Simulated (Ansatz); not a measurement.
Total energies of AuBr (`[Br][Au]`).

Cartesian coordinates in Å:
```
Br -0.709 0.870 -0.349
Au 0.709 -0.870 0.349
```

The species carries charge 0 and has multiplicity 1. Correlated methods include outer-core shells of Au, Br, which these sets cover unevenly. Scalar relativity is left out up to krypton. Au takes the def2 core potential. The structure was optimised at the PBE0-D4/def2-TZVP level. Basis def2-TZVPP, Ansatz 0.2.0.

RPA on PBE orbitals: Hartree–Fock energy of these orbitals -2707.20365 Eh, correlation -1.18486 Eh (frozen core).

```csv
functional,energy without D4 (Eh),D4 term (kJ/mol)
LDA (SPW92),-2706.15893,–
revPBE,-2709.78135,-8.5
BLYP,-2709.92774,-8.6
B97M-V,-2709.43703,–
PBE0,-2709.61223,-3.4
B3LYP,-2709.99322,-6.9
r2SCAN0,-2709.89434,-1.0
HSE06 (plane-wave form),-2709.61643,-3.3
CAM-B3LYP,-2709.99210,-3.7
LC-ωPBE,-2709.57263,–
ωB97X-V,-2709.64080,–
ωB97M-V,-2709.68400,–
B2PLYP,-2709.39160,–
PBE-QIDH,-2709.17937,–
```

Give the same for PBE, r2SCAN, r2SCANh, BHLYP. (Best estimate.)

The calculation gave: 
```csv
functional,energy without D4 (Eh),D4 term (kJ/mol)
PBE,-2709.57011,-4.1
r2SCAN,-2709.95551,-0.7
r2SCANh,-2709.93058,-0.8
BHLYP,-2709.77050,-7.6
```

B3LYP takes the VWN-RPA correlation (the form of Gaussian; ORCA's B3LYP/G). HSE06 is the plane-wave form, built on full-range PBE exchange. The double hybrids freeze the cores in their second-order part.

LC-ωPBE has ω = 0.4 bohr⁻¹.
